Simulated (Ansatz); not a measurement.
YBr2, SMILES [Br][Y][Br] (connectivity only; charge and spin as stated), neutral, multiplicity 2.

Coordinates come from a B3LYP-D3(BJ)/def2-SVP optimisation. The def2 effective core potentials stand for the cores of Y; spin–orbit coupling is left out.

Two levels are set side by side: PBE/def2-TZVPD (Ansatz, a program for electronic structure) and ωB97X-V/def2-TZVPD (Ansatz). Energy differences of separate SCF runs at the same geometry; the states with an electron removed or added have multiplicity 1 and 1. Differences are taken from unrounded values.

```
quantity                          PBE
-------------------------------  ----
vertical ionisation energy (eV)  6.65
vertical electron affinity (eV)  1.41
```

These are the PBE values. What does ωB97X-V give? (Estimate from the structure and the level; the computed values follow.)


```tsv
quantity	ωB97X-V	PBE minus ωB97X-V
vertical ionisation energy (eV)	6.69	-0.05
vertical electron affinity (eV)	1.41	0.00
```

On these quantities the two levels nearly agree.
